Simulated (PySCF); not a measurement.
Record of a relaxation.

Species: BCl2GeH3.
Bonds: Cl1–B2, B2–Cl3, B2–Ge4. Hydrogens: H5, H6, H7 on Ge4.

Computed by this run: PBE0-D3(BJ)/def2-SVP geometry optimisation, gas phase in PySCF; density fitting, grid level 1; the optimiser is geomeTRIC in internal coordinates, started from a GFN2-xTB structure with every atom displaced at random (about 0.01 Å). The frame can shift and turn from step to step; on so coarse a grid that alone can change the energy by a few meV, and forces under 0.02 eV/Å are noise.

Step 0: E = -82258.7514 eV, largest atomic force 1.559 eV/Å
```
atom  x, y, z in Å  |  force x, y, z in eV/Å
Cl1     1.877    1.661   -0.218    0.537   1.371  -0.038
B2      1.139    0.132   -0.163   -0.056   0.006   0.028
Cl3     2.130   -1.239   -0.313    0.841  -1.305  -0.140
Ge4    -0.813   -0.083    0.095   -1.075  -0.061  -0.013
H5     -1.210   -0.637    1.428    0.071  -0.330   0.886
H6     -1.476   -1.041   -0.856   -0.068  -0.509  -0.609
H7     -1.614    1.178   -0.023   -0.251   0.827  -0.113
```

Step 1: E = -82258.9683 eV, largest atomic force 0.360 eV/Å
```
atom  x, y, z in Å  |  force x, y, z in eV/Å
Cl1     1.944    1.501   -0.224   -0.106  -0.293   0.008
B2      1.175   -0.079   -0.179   -0.048  -0.032   0.004
Cl3     2.179   -1.517   -0.345   -0.183   0.308   0.030
Ge4    -0.893   -0.279    0.084    0.129  -0.001   0.000
H5     -1.181   -0.857    1.493    0.052   0.064  -0.136
H6     -1.466   -1.276   -0.952    0.062   0.088   0.082
H7     -1.629    1.075   -0.053    0.094  -0.134   0.011
```

Step 2: E = -82258.9786 eV, largest atomic force 0.072 eV/Å
```
atom  x, y, z in Å  |  force x, y, z in eV/Å
Cl1     1.934    1.487   -0.221   -0.048  -0.023   0.008
B2      1.157   -0.079   -0.178    0.060  -0.006  -0.006
Cl3     2.167   -1.501   -0.345   -0.065   0.029   0.006
Ge4    -0.888   -0.280    0.083    0.050  -0.002  -0.009
H5     -1.166   -0.853    1.487    0.007   0.001   0.003
H6     -1.456   -1.273   -0.948   -0.001  -0.002  -0.001
H7     -1.617    1.067   -0.053   -0.003   0.003   0.000
```

Step 3: E = -82258.9786 eV, largest atomic force 0.039 eV/Å
```
atom  x, y, z in Å  |  force x, y, z in eV/Å
Cl1     1.920    1.493   -0.217    0.028  -0.025  -0.001
B2      1.157   -0.078   -0.179   -0.016  -0.001   0.001
Cl3     2.153   -1.506   -0.346    0.022   0.031  -0.006
Ge4    -0.882   -0.280    0.082   -0.006   0.000  -0.006
H5     -1.156   -0.852    1.486   -0.004  -0.006   0.016
H6     -1.450   -1.274   -0.948   -0.010  -0.009  -0.004
H7     -1.611    1.066   -0.053   -0.015   0.010   0.001
```

Step 4: E = -82258.9790 eV, largest atomic force under 0.02 eV/Å
```
atom  x, y, z in Å  |  force x, y, z in eV/Å
Cl1     1.926    1.491   -0.217    0.001   0.001   0.002
B2      1.157   -0.078   -0.180    0.006   0.001  -0.001
Cl3     2.158   -1.501   -0.349   -0.001   0.002  -0.004
Ge4    -0.884   -0.281    0.082   -0.002   0.000  -0.004
H5     -1.157   -0.853    1.487    0.001  -0.001   0.003
H6     -1.453   -1.275   -0.947   -0.002  -0.001   0.002
H7     -1.616    1.065   -0.052   -0.003  -0.002   0.001
```

Step 5: E = -82258.9790 eV, largest atomic force under 0.02 eV/Å
```
atom  x, y, z in Å  |  force x, y, z in eV/Å
Cl1     1.925    1.492   -0.216   -0.001   0.002   0.003
B2      1.157   -0.076   -0.181    0.001   0.002  -0.001
Cl3     2.159   -1.499   -0.352   -0.001  -0.001  -0.004
Ge4    -0.884   -0.281    0.082    0.001  -0.001  -0.002
H5     -1.155   -0.853    1.488    0.002   0.000   0.001
H6     -1.454   -1.277   -0.945    0.000  -0.001   0.002
H7     -1.618    1.064   -0.052   -0.001  -0.002   0.001
```

Task: Summarise the path.

Result: The energy falls by 0.2276 eV from step 0 to step 5; nine tenths of that is first reached at step 1. It falls at every step. The largest force goes from 1.559 to under 0.02 eV/Å. Among the bonds B2–Ge4 changes most, from 1.981 to 2.068 Å; the atoms move by 0.071 Å rms after alignment.

Task: Follow the three bonds and two angles with the largest change from start to end.

Result: 
```
step  E above end (eV)  largest force (eV/Å)  B2–Ge4 (Å)  B2–Cl3 (Å)  Cl1–B2 (Å)  B2–Ge4–H5 (°)  H5–Ge4–H6 (°)
   0            0.2276                 1.559       1.981       1.698       1.699          114.6          102.1
   1            0.0108                 0.360       2.094       1.762       1.758          109.4          107.4
   2            0.0005                 0.072       2.072       1.752       1.749          109.2          107.7
   3            0.0004                 0.039       2.066       1.749       1.747          109.1          107.8
   4            0.0000            under 0.02       2.068       1.749       1.747          109.0          107.7
   5            0.0000            under 0.02       2.068       1.749       1.747          109.0          107.7
```

What follows is the cost of the whole optimisation. On an Arm Neoverse V1 with one thread, no GPU, shared host with 64 logical CPUs at a one-minute load of 35, this took 22 s wall and 0.41 GiB of memory at its peak.
